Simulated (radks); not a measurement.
Problem. The table gives one normalised radial function P(r) = r R(r) of N5+ in [He] (r in bohr). Calculated with a radial shooting solver on a logarithmic mesh with Libxc functionals: scalar-relativistic Kohn-Sham, r2SCAN, spin-polarised, spherical densities, finite nucleus; meta-GGA in the generalised Kohn-Sham scheme; Fermi nuclear charge, rms radius 2.5582 fm.

r             P
0.007788  0.2618
0.00837   0.2802
0.009067  0.3021
0.009744  0.3230
0.01056   0.3479
0.01134   0.3718
0.01229   0.4001
0.01331   0.4303
0.01431   0.4592
0.0155    0.4932
0.01665   0.5258
0.01804   0.5640
0.01939   0.6004
0.021     0.6430
0.02275   0.6881
0.02445   0.7306
0.02649   0.7803
0.02846   0.8270
0.03083   0.8811
0.03314   0.9317
0.0359    0.9900
0.03889   1.0503
0.04179   1.1061
0.04527   1.1695
0.04865   1.2275
0.0527    1.2928
0.05664   1.3519
0.06135   1.4173
0.06646   1.4819
0.07142   1.5389
0.07737   1.5999
0.08315   1.6522
0.09007   1.7066
0.0968    1.7512
0.1049    1.7951
0.1136    1.8319
0.1221    1.8580
0.1322    1.8782
0.1421    1.8876
0.154     1.8874
0.1654    1.8769
0.1792    1.8532
0.1942    1.8162
0.2086    1.7714
0.226     1.7090
0.2429    1.6417
0.2631    1.5553
0.2828    1.4679
0.3063    1.3616
0.3318    1.2475
0.3566    1.1398
0.3863    1.0170
0.4151    0.9057
0.4497    0.7837
0.4833    0.6775
0.5236    0.5657
0.5672    0.4625
0.6095    0.3785
0.6603    0.2959
0.7096    0.2318
0.7686    0.1721
0.826     0.1282
0.8948    0.0896

Which n and l does it have? It may be an empty orbital.

Solution. n = 1, l = 0: the number of nodes gives n - l - 1 = 0, the rise at small r (about r^(l+1)) gives l, and the extent must fit the shell. The curve is that of 1s. 1s: eigenvalue -515.91 eV, 0 radial nodes, <r> = 0.227 bohr, 90 % of the charge inside 0.405 bohr.
